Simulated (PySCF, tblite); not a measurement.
Isomers of C7H16SSi, one GFN2-xTB conformer each. Single-point energies are computed at PBE0/pcSseg-1 (PySCF, gas phase, no added dispersion term), electronic only.

```tsv
SMILES	GFN2-xTB relative energy (kJ/mol)
CC[C@@]1([SiH3])CCCSC1	0.0
CC[Si@@H](C)SC1(C)CC1	47.8
CC[Si@@H]1C[C@@H]1SC(C)C	201.5
CC[Si]1(C(C)C)CSC1	136.7
```

Conformers: `[CH3:1][CH2:2][C@@:3]1([SiH3:4])[CH2:5][CH2:6][CH2:7][S:8][CH2:9]1` with C1–C2–C3–Si4 -65°, C2–C3–C5–C6 61°, C3–C5–C6–C7 62°, C5–C6–C7–S8 -63°, C6–C7–S8–C9 57°; `[CH3:1][CH2:2][Si@@H:3]([CH3:4])[S:5][C:6]1([CH3:7])[CH2:8][CH2:9]1` with C1–C2–Si3–C4 59°, C2–Si3–S5–C6 -167°, Si3–S5–C6–C7 -67°; `[CH3:1][CH2:2][Si@@H:3]1[CH2:4][C@@H:5]1[S:6][CH:7]([CH3:8])[CH3:9]` with C1–C2–Si3–C4 154°, C4–C5–S6–C7 85°, C5–S6–C7–C8 -62°; `[CH3:1][CH2:2][Si:3]1([CH:4]([CH3:5])[CH3:6])[CH2:7][S:8][CH2:9]1` with C1–C2–Si3–C4 -65°, C2–Si3–C4–C5 -50°.

Problem. What does PBE0/pcSseg-1 give for the same structures?

Solution. 
| SMILES | PBE0/pcSseg-1 E (Eh) | PBE0/pcSseg-1 (kJ/mol) | GFN2-xTB (kJ/mol) | point group |
| --- | --- | --- | --- | --- |
| CC[Si@@H](C)SC1(C)CC1 | -963.41470 | 0.0 | 47.8 | C1 |
| CC[Si]1(C(C)C)CSC1 | -963.40680 | 20.7 | 136.7 | C1 |
| CC[C@@]1([SiH3])CCCSC1 | -963.39414 | 54.0 | 0.0 | C1 |
| CC[Si@@H]1C[C@@H]1SC(C)C | -963.36672 | 126.0 | 201.5 | C1 |

GFN2-xTB puts CC[C@@]1([SiH3])CCCSC1 lowest instead; measured from each level's own lowest isomer, the values differ by up to 116.0 kJ/mol (CC[Si]1(C(C)C)CSC1: 136.7 against 20.7). 

Problem. Which frontier levels, dipoles and rotational constants go with these structures?

Solution. 
```csv
SMILES,"HOMO (eV, PBE0/pcSseg-1)",LUMO (eV),dipole (D),"A, B, C (MHz)"
CC[Si@@H](C)SC1(C)CC1,-6.55,0.67,1.71,"2370, 612.1, 577.0"
CC[Si]1(C(C)C)CSC1,-6.05,0.19,2.96,"1452, 815.5, 691.2"
CC[C@@]1([SiH3])CCCSC1,-6.24,0.72,1.55,"1656, 847.0, 779.2"
CC[Si@@H]1C[C@@H]1SC(C)C,-6.05,0.56,0.91,"2250, 579.9, 532.6"
```

Problem. What happens when harmonic zero-point energies from GFN2-xTB frequencies are added?

Solution. 
```
                  SMILES  ZPE (kJ/mol)  electronic (kJ/mol)  with ZPE (kJ/mol)
   CC[Si@@H](C)SC1(C)CC1         553.1                  0.0                0.0
      CC[Si]1(C(C)C)CSC1         561.2                 20.7               28.9
  CC[C@@]1([SiH3])CCCSC1         551.8                 54.0               52.7
CC[Si@@H]1C[C@@H]1SC(C)C         552.9                126.0              125.7
```

The zero-point energies span 9.4 kJ/mol. The order is unchanged.
